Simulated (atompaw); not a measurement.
Before and after: PAW (atompaw) potential for lanthanum

La (Z = 57), PAW, made with atompaw 4.2.0.5 (PBE, scalar-relativistic). Core [Kr] 4d10, reference 4f0 5s2 5p6 5d0 6s0 6p0 (charge +3). Waves: 5s (bound): rc 1.70 bohr; 6s (bound, empty): rc 2.25 bohr; 5p (bound): rc 2.25 bohr; 6p (bound, empty): rc 3.00 bohr; 5d (bound, empty): rc 3.00 bohr; 5d channel at 0.25 Ry: rc 3.00 bohr; 4f (bound, empty): rc 2.05 bohr; 4f channel at -0.05 Ry: rc 2.05 bohr. Local part: ultrasoft scheme with l = 4 at 0 Ry, radius 2.55 bohr. Core correction: smooth core density matched at 1.70 bohr. Augmentation charge: sinc compensation charge, radius 2.85 bohr; PAW radius 3.00 bohr; waves and projectors: custom polynom2 7 10 vanderbiltortho.

All-electron outer shells of the reference configuration (PBE, scalar-relativistic, ld1.x):

| shell | level (eV) | outermost node (bohr) | outermost maximum (bohr) |
| --- | --- | --- | --- |
| 4p | -223.32 | 0.34 | 0.63 |
| 4d | -127.14 | 0.32 | 0.68 |
| 5s | -61.67 | 0.77 | 1.41 |
| 5p | -44.74 | 0.83 | 1.58 |
| 4f | -27.31 | – | 0.74 |
| 5d | -23.35 | 0.94 | 2.05 |
| 6s | -20.32 | 1.80 | 3.22 |
| 6p | -15.86 | 2.07 | 3.74 |

Change: local potential ultrasoft scheme with l = 4 at 0 Ry, radius 1.90 bohr.

Cutoffs: the cutoffs (Ry, on a coarse ladder) from which the occupation-weighted sum of valence levels, in a spherical-Bessel basis at the reference potential, stays within 10 and 1 mRy of its value at 400 Ry; they do not see the model core or the augmentation charge, which bear on the density cutoff.

Problem. What does the change do?

Solution. The potential gets neither clearly harder nor softer (18 Ry and 25 Ry → 18 Ry and 25 Ry); the range in which the s phases agree widens (upper end 0.1 → 2.4); the range in which the d phases agree narrows (upper end at the end of the scan → 1.4); neither file shows a bound ghost.

| quantity | base | changed |
| --- | --- | --- |
| cutoff, loose | 18 Ry | 18 Ry |
| cutoff, tight | 25 Ry | 25 Ry |
| bound ghosts | none | none |
| s: phases at 3.00 bohr within 0.05 rad from the reference energy up to (Ry; the scan ends near 5) | 0.1 | 2.4 |
| p: phases at 3.00 bohr within 0.05 rad from the reference energy up to (Ry; the scan ends near 5) | -0.7 | -0.8 |
| d: phases at 3.00 bohr within 0.05 rad from the reference energy up to (Ry; the scan ends near 5) | to the end of the scan | 1.4 |
| f: phases at 3.00 bohr within 0.05 rad from the reference energy up to (Ry; the scan ends near 5) | 2.2 | 3.0 |
| lowest overlap eigenvalue by channel | s 0.46, p 0.46, d 0.85, f 0.99 | s 0.15, p 0.46, d 0.85, f 0.97 |

 The cutoffs see the waves, projectors and local potential, not the compensation charge or the core.
